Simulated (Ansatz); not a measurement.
Basis sets compared for Pd₄S₃. Total charge 0; singlet. Geometry r2SCAN-D4/def2-SVP. Ansatz on 4 threads of Intel Xeon 6975P-C on a shared host; times are rough, and most runs start from earlier orbitals.

Cartesian coordinates in Å:
```
Pd 1.6161 0.1898 0.9857
Pd -1.0163 -1.0142 1.2485
Pd -0.7570 1.7202 0.2967
Pd 0.0925 -0.5274 -1.4902
S 0.8776 -1.8496 0.3173
S -2.0054 0.0093 -0.5193
S 1.1925 1.4718 -0.8387
```

In the def2 sets Pd takes a core potential; there is no spin–orbit coupling. The restricted singlet is unstable towards broken spin symmetry in Hartree–Fock (as tested in another run); at PBE-D4/def2-SVP, PBE0-D4/def2-SVP, PBE0-D4/def2-TZVP this wasn't settled. This restricted singlet of an open-shell metal (gap down to 0.52 eV) wasn't tested against broken symmetry. No other spin state of charge 0 was run. The structure comes from a short search, and lower isomers may exist.

Binding counts from free atoms (Pd singlet, S triplet) in the same basis, without a counterpoise term.

| level | functions | energy (Eh) | HOMO (eV) | LUMO (eV) | binding per atom (eV) | wall time |
| --- | --- | --- | --- | --- | --- | --- |
| PBE-D4/def2-SVP | 178 | -1705.5725 | -5.18 | -4.67 | 3.03 | 2 s |
| PBE0-D4/def2-SVP | 178 | -1705.4709 | -6.16 | -4.04 | 2.55 | 3.8 s |

(1) Estimate the rows for PBE-D4/def2-TZVP (with forces), PBE0-D4/def2-TZVP.

Results:

(1) 
| level | functions | energy (Eh) | HOMO (eV) | LUMO (eV) | binding per atom (eV) | wall time |
| --- | --- | --- | --- | --- | --- | --- |
| PBE-D4/def2-TZVP (with forces) | 271 | -1706.1367 | -5.08 | -4.55 | 3.11 | 3.8 s |
| PBE0-D4/def2-TZVP | 271 | -1706.0257 | -6.03 | -3.90 | 2.63 | 10 s |
